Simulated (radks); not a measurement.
Values are calculated unless marked as measured or tabulated.
All-electron atom: the cerium ion Ce27+ in [Ar] 3d10 4s2 4p1 (the NIST ground configuration). Level of theory: scalar-relativistic Kohn-Sham, PBE, spin-unpolarised, spherical densities, point nucleus (a radial shooting solver on a logarithmic mesh with Libxc functionals).

Unscreened Slater integrals over Kohn-Sham orbitals (cm^-1). Empty in this configuration: 4d.

| integral | value |
|---|---|
| F0(4p,4p) | 337860 |
| F2(4p,4p) | 177020 |
| F0(4p,4s) | 341790 |
| G1(4p,4s) | 232090 |
| F0(4p,3d) | 428750 |
| F2(4p,3d) | 121620 |
| G1(4p,3d) | 39949 |
| G3(4p,3d) | 40120 |
| F0(4p,3p) | 422090 |
| F2(4p,3p) | 129560 |
| G0(4p,3p) | 34891 |
| G2(4p,3p) | 42272 |
| F0(4p,4d) | 336050 |
| F2(4p,4d) | 173080 |
| G1(4p,4d) | 216290 |
| G3(4p,4d) | 138500 |
| F0(4s,4s) | 346050 |
| F0(4s,3d) | 435230 |
| G2(4s,3d) | 40696 |
| F0(4s,3p) | 428510 |
| G1(4s,3p) | 42503 |
| F0(4s,4d) | 339990 |
| G2(4s,4d) | 170440 |
| F0(3d,3d) | 804660 |
| F2(3d,3d) | 408130 |
| F4(3d,3d) | 262090 |
| F0(3d,3p) | 755660 |
| F2(3d,3p) | 364960 |
| G1(3d,3p) | 405710 |
| G3(3d,3p) | 265600 |
| F0(3d,4d) | 430690 |
| F2(3d,4d) | 124620 |
| F4(3d,4d) | 62363 |
| G0(3d,4d) | 40764 |
| G2(3d,4d) | 51119 |
| G4(3d,4d) | 40086 |
| F0(3p,3p) | 726390 |
| F2(3p,3p) | 365810 |
| F0(3p,4d) | 420820 |
| F2(3p,4d) | 125080 |
| G1(3p,4d) | 29693 |
| G3(3p,4d) | 31698 |
| F0(4d,4d) | 335060 |
| F2(4d,4d) | 171360 |
| F4(4d,4d) | 116930 |

Derived for the open shells (J is the average intra-shell exchange parameter used in DFT+U). 4p: J = F2/5 = 35400 cm^-1.
